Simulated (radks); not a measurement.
The numbers below are computed, except where a source is named.
Valence configurations of Mn2+ (all share [Ar]). Code: a radial shooting solver on a logarithmic mesh with Libxc functionals. Model: non-relativistic Kohn-Sham, TPSS, spin-polarised, spherical densities, point nucleus; open shells are filled with parallel spins first; meta-GGA in the generalised Kohn-Sham scheme. Energies are relative to 3d5; eigenvalues in eV for spin up.

\begin{tabular}{lrrrrr}
valence & E (eV) & moment (Bohr magnetons) & e(3d) & e(4p) & e(4s) \\ \hline
3d5 & 0.000 & 5 & -25.920 & - & - \\
3d4 4s1 & 8.223 & 5 & -32.071 & - & -22.119 \\
3d3 4p2 & 33.247 & 5 & -40.867 & -19.265 & - \\
3d3 4s2 & 22.311 & 3 & -38.750 & - & -23.922 \\
3d4 4p1 & 14.261 & 5 & -33.179 & -16.667 & - \\
3d4.5 4s0.5 & 3.683 & 5 & -28.918 & - & -20.693 \\
3d3.5 4p1.5 & 23.117 & 5 & -36.973 & -18.022 & - \\
3d2.5 4s1 4p1.5 & 37.928 & 5 & -43.844 & -19.957 & -26.786 \\
3d2 4s2 4p1 & 46.362 & 3 & -47.069 & -20.131 & -27.144 \\
3d4.5 4p0.5 & 6.567 & 5 & -29.484 & -15.194 & - \\
\end{tabular}

NIST lists [Ar] 3d5 as the ground configuration; this level of theory agrees among the configurations tried. The energies are those of spherical high-spin densities, not of single terms.
